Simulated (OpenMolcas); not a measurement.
Computed levels of 3d⁶ in ions with 24 electrons, in cm-1 above ⁵D₄.

| Quantity | Value |
| --- | --- |
| Program | OpenMolcas 26.06 |
| Method | CASSCF |
| Basis | ANO-R2 |
| Scalar Hamiltonian | X2C, finite nucleus |
| Spin-orbit coupling | state interaction with AMFI integrals over the reference wave functions, term energies averaged over their components |

Active space for each ion: 6 electrons in 5 orbitals (3d).

```
 Level   Fe2+   Co3+   Cu5+
   ⁵D₃    435    616   1126
   ⁵D₂    745   1050   1896
   ⁵D₁    946   1329   2387
   ⁵D₀   1044   1467   2627
   ³H₆  22580  26201  32920
   ³H₅  22810  26518  33455
   ³H₄  22985  26751  33805
³P₂(1)  24727  28628  35716
³F₄(1)  25866  29980  37543
```

**Question.** Estimate ⁵D₀, ³H₆, ³H₅ for Ni4+ from its neighbours Co3+ and Cu5+.

**Answer.** ⁵D₀ is fine structure, which grows about as the fourth power of a screened charge, so the fourth roots are averaged: ((1467^0.25 + 2627^0.25) / 2)^4 = 1984. The calculation gives 1993, so the estimate is off by -0.5 %; the measured value is 2058 (Corliss and Sugar, J. Phys. Chem. Ref. Data 10, 197 (1981)).
³H₆ is another term, which grows about linearly with the charge: (26201 + 32920) / 2 = 29560. The calculation gives 29631, so the estimate is off by -0.2 %; the measured value is 27111 (Corliss and Sugar, J. Phys. Chem. Ref. Data 10, 197 (1981)).
³H₅ is another term, which grows about linearly with the charge: (26518 + 33455) / 2 = 29986. The calculation gives 30050, so the estimate is off by -0.2 %; the measured value is 27578 (Corliss and Sugar, J. Phys. Chem. Ref. Data 10, 197 (1981)).

Without dynamic correlation excited terms often stand tens of per cent too high (terms of higher spin than the ground term too low), and those without a measured partner can miss by more than the paired ones. Some levels mix across a computed gap that differs much from the measured one, so their mixing is not that of the real levels (holds for Cu5+). Computed and measured levels are paired by configuration, term and J; levels that our copy of the source lacks, or whose pairing is in doubt (as where it misses far off the trend of its configuration), stay unpaired and out of the deviations. Only configurations of the active space appear.

A number in round brackets counts repeated terms of one configuration in the order of the reference energies.
